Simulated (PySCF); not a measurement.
BiBr2, SMILES [Br][Bi][Br], multiplicity 2.

Geometry: B3LYP-D3(BJ)/def2-SVP. The spin state was assumed, not searched. The isomer is the one that the SMILES or the coordinates give; other isomers of the formula were not compared. The def2 effective core potentials stand for the cores of Bi; spin–orbit coupling is left out.

All values below come from C-PCM-PBE0/def2-SVP run with PySCF.

The values are the electrostatic part of the solvation free energy, E(continuum) − E(gas) at the gas-phase geometry, in a cavity of scaled van der Waals radii (PySCF's table); cavitation and dispersion terms are not included. A continuum can't describe solvent molecules that bind to the metal. The dipole moment in vacuum is 3.63 D.

Computed values in water (ε = 78.36), ethanol (ε = 24.85), ethylethanoate (ε = 5.99):
| solvent | ε | ΔG(elec) (kcal/mol) | dipole (D) |
|---|---|---|---|
| water | 78.36 | -6.5 | 5.38 |
| ethanol | 24.85 | -6.3 | 5.32 |
| ethylethanoate | 5.99 | -5.2 | 5.02 |
